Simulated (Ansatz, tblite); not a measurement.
Removing an electron: the cluster CdSe₂⁻. The state is a doublet with charge -1. Geometry: PBE0-D4/def2-TZVPD. Ansatz, gas phase; energy differences of separate SCF runs; the oxidised species is a triplet (the singlet lies 1.25 eV higher at PBE0-D4/def2-TZVPD).

```xyz
3

Cd    0.000    0.000    0.000
Se    0.066   -0.454    2.371
Se   -0.066    0.454   -2.371
```

In the def2 sets Cd takes a core potential; there is no spin–orbit coupling. The xTB rows come from tblite. HOMO above LUMO, or a gap near zero within one spin, warns that the state may not be the lowest or that an electron is smeared out. The structure comes from a short search, and lower isomers may exist.

Estimate orbital energies and vertical ionisation energies at: GFN2-xTB; PBE-D4/def2-TZVPD; r2SCAN-D4/def2-TZVPD; PBE0-D4/def2-TZVPD.


```csv
level,−HOMO (eV),vertical IE (eV),−LUMO (eV),HOMO–LUMO gap (eV),remarks
GFN2-xTB,–,8.58,–,–,–
PBE-D4/def2-TZVPD,0.81,3.21,0.77,0.04,gap within one spin near zero (-1 doublet)
r2SCAN-D4/def2-TZVPD,1.02,3.26,0.76,0.27,–
PBE0-D4/def2-TZVPD,1.60,3.11,0.26,1.34,–
```

  HOMO and LUMO are the levels of the spin that leaves or enters (xTB has no such levels and no spin-polarisation term). Other spin states of the ions may lie lower, which would lower the ionisation energy or raise the affinity. Raw xTB energy differences between charge states are shifted by several eV; the methods need an empirical correction for them.
